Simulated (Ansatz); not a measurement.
## Molecular dynamics of Ti$_{12}$H

Input file:

```yaml
accuracy: low
crystal:
  lattice:
    - [5.9, 0.0, 0.0]
    - [-4.425, 7.664325, 0.0]
    - [0.0, 0.0, 4.6846]
  atoms:
    - { symbol: Ti, position: [0.03532621, -0.01033155, -0.01474676] }
    - { symbol: Ti, position: [0.15710493, 0.22851311, 0.5555771] }
    - { symbol: Ti, position: [-0.05381021, 0.33146926, 0.03847531] }
    - { symbol: Ti, position: [0.16643044, 0.59571691, 0.50861732] }
    - { symbol: Ti, position: [-0.07262486, 0.65220016, 0.00085075] }
    - { symbol: Ti, position: [0.20702147, 0.93709908, 0.49039297] }
    - { symbol: Ti, position: [0.47718522, -0.03519514, 0.00880308] }
    - { symbol: Ti, position: [0.63661208, 0.24957907, 0.58935498] }
    - { symbol: Ti, position: [0.52171516, 0.32956673, 0.11212875] }
    - { symbol: Ti, position: [0.614219, 0.56652062, 0.50001661] }
    - { symbol: Ti, position: [0.44467335, 0.61775003, 0.00572678] }
    - { symbol: Ti, position: [0.71642602, 0.89624266, 0.46987213] }
    - { symbol: H, position: [0.56557671, 0.02355499, 0.55125962] }
basis:
  ecutwfc: 420.0
kpoints:
  mp_grid: { grid: [2, 2, 2] }
hamiltonian:
  xc: pbe
scf:
  occupations: { method: fermi_dirac, width: 0.15 }
  lower_state_search: "off"
md:
  timestep: 0.75
  n_steps: 300
  ensemble: nvt_langevin
  temperature: 1680.0
  initial_velocities: maxwell_boltzmann
  seed: 227904
  friction: 0.005
```

Launched with:

```bash
$ ansatz run input.yaml --threads 1 --pin off --max-ram 3072MiB --backend cpu --events-out ev --progress --plain --runs-dir out
```

It goes on from the last frame of an earlier run, with new velocities.

Output, in part (step lines):

```
md step     0: t =     0.00 fs  T =  1550.8 K  F+E_penalty+E_count = -30010.66345055 eV  E_kin = 2.605882 eV  (8 SCF iters)
md step     1: t =     0.75 fs  T =  1558.9 K  F+E_penalty+E_count = -30010.61410969 eV  E_kin = 2.619539 eV  (7 SCF iters)
md step     2: t =     1.50 fs  T =  1483.2 K  F+E_penalty+E_count = -30010.54857566 eV  E_kin = 2.492306 eV  (7 SCF iters)
md step     3: t =     2.25 fs  T =  1383.0 K  F+E_penalty+E_count = -30010.47681348 eV  E_kin = 2.323906 eV  (7 SCF iters)
md step     4: t =     3.00 fs  T =  1311.8 K  F+E_penalty+E_count = -30010.40630124 eV  E_kin = 2.204355 eV  (7 SCF iters)
md step     5: t =     3.75 fs  T =  1301.1 K  F+E_penalty+E_count = -30010.33901166 eV  E_kin = 2.186382 eV  (5 SCF iters)
md step     6: t =     4.50 fs  T =  1194.4 K  F+E_penalty+E_count = -30010.27265760 eV  E_kin = 2.006964 eV  (5 SCF iters)
md step     7: t =     5.25 fs  T =  1127.7 K  F+E_penalty+E_count = -30010.21120690 eV  E_kin = 1.894912 eV  (5 SCF iters)
[... lines left out ...]
md step   298: t =   223.50 fs  T =  1600.0 K  F+E_penalty+E_count = -30009.49409963 eV  E_kin = 2.688573 eV  (5 SCF iters)
md step   299: t =   224.25 fs  T =  1640.6 K  F+E_penalty+E_count = -30009.45142415 eV  E_kin = 2.756833 eV  (5 SCF iters)
md step   300: t =   225.00 fs  T =  1605.6 K  F+E_penalty+E_count = -30009.42078370 eV  E_kin = 2.697980 eV  (7 SCF iters)
```

The steps, from the saved trajectory:

```
time (fs)  T (K)  potential energy less start (eV)
      0.0   1551                             0.000
      7.5   1036                             0.599
     15.0    917                             0.860
     22.5   1288                             0.832
     30.0   1299                             0.834
     37.5   1561                             0.420
     45.0   1919                             0.132
     52.5   1809                             0.517
     60.0   1686                             0.754
     67.5   1610                             0.812
     75.0   1435                             1.025
     82.5   1672                             0.960
     90.0   1766                             1.017
     97.5   1607                             0.916
    105.0   1109                             1.121
    112.5   1130                             1.459
    120.0   1205                             1.573
    127.5   1502                             1.221
    135.0   1599                             1.151
    142.5   2000                             0.925
    150.0   2114                             0.546
    157.5   1974                             0.464
    165.0   1984                             0.323
    172.5   2158                             0.358
    180.0   2400                             0.198
    187.5   1825                             0.878
    195.0   1744                             1.330
    202.5   1230                             2.045
    210.0   1438                             1.466
    217.5   1568                             1.395
    225.0   1606                             1.243
```

All steps were run. A run of 0.23 ps of so small a system gives no equilibrium averages. Limits of this set-up: coarse k mesh, odd electron count without spin, low accuracy level.

Mean squared displacements from the first frame to the last, about the centre of mass: Ti 0.24 Å², H 12.66 Å².

Last frame:

```xyz
13
Lattice="5.9000 0.0000 0.0000 -4.4250 7.6643 0.0000 0.0000 0.0000 4.6846" Properties=species:S:1:pos:R:3
Ti -0.275 -0.251 0.494
Ti -0.301 1.810 2.626
Ti -1.767 2.299 0.345
Ti -1.917 4.167 2.752
Ti -2.850 5.052 0.401
Ti -3.534 7.035 3.161
Ti 3.101 -0.508 0.663
Ti 2.872 1.720 2.454
Ti 1.300 2.534 0.262
Ti 1.290 4.449 2.452
Ti -0.345 4.678 0.119
Ti -0.182 6.750 2.716
H 5.833 1.857 4.271
```

Time of the run: 8.8 min on 1 thread of AMD EPYC 9R45 96-Core Processor (Zen 5), with other jobs on the host, peak memory 0.66 GiB.
